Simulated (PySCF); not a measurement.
Gas-phase reaction: Ga2O + 3 H2O + O2 = 2 Ga(OH)3

Energies from PySCF, thermal terms from the rigid-rotor harmonic-oscillator model, ideal gas at 1 bar. † marks an energy on the PBE0/def2-TZVP geometry and frequencies. CCSD(T) freezes the core. Open shells (unrestricted): O2 (multiplicity 3); the rest are closed-shell singlets. Ga: all electrons, no relativistic terms. Ga(OH)3: computed as isolated molecules; such fragments, hydroxides, amides, oligomers or adducts are transient or little studied in the gas. CCSD(T) isn't extrapolated to the basis-set limit.

PBE/def2-TZVP† gives ΔH°(298 K) = -588 kJ.

Problem. What do PBE0/def2-QZVP†, LDA/def2-TZVP†, CCSD(T)/def2-TZVPP† give?

Solution. PBE0/def2-QZVP†: -625 kJ; LDA/def2-TZVP†: -718 kJ; CCSD(T)/def2-TZVPP†: -684 kJ. For scale, ΔH°(298 K) is -588 kJ at this level, -642 kJ at ωB97M-V/def2-TZVP†, and runs from -869 to -532 kJ over the 19 levels computed.
